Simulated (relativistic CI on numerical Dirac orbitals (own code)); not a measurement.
# Tb4+ (4f7) in a crystal field

Calculated by Dirac-Coulomb-Breit CI, orbitals from a KLI potential per configuration, QED by a radiative potential, valence Slater integrals scaled by 0.8, one configuration in a parametric crystal field (own radial code).

Field parameters in Wybourne normalisation; cubic f-shell fields have B⁴₄ = √(5/14) B⁴₀ and B⁶₄ = −√(7/2) B⁶₀. The field is a parameter set, without covalency.

S is read from ⟨S²⟩ = S(S + 1).

Powder χT (cm³ K mol⁻¹) by Van Vleck's formula, with temperature-independent terms:

```csv
Field,2 K,5 K,10 K,20 K,50 K,100 K,200 K,300 K
"D4h, B20 = 660, B40 = 540, B44 = 1500, B60 = 170, B64 = 290 cm⁻¹",7.78,7.8,7.81,7.81,7.81,7.81,7.81,7.81
"Oh, B40 = 810, B60 = 880 cm⁻¹",7.81,7.81,7.81,7.81,7.81,7.81,7.81,7.81
```

For D4h, B20 = 660, B40 = 540, B44 = 1500, B60 = 170, B64 = 290 cm⁻¹: what effective moment follows at 300 K?

μ_eff = √(8χT) = 7.90 μB. The LS value g√(J(J + 1)) of the free ion's ⁸S°7/2 level is 7.94 μB.
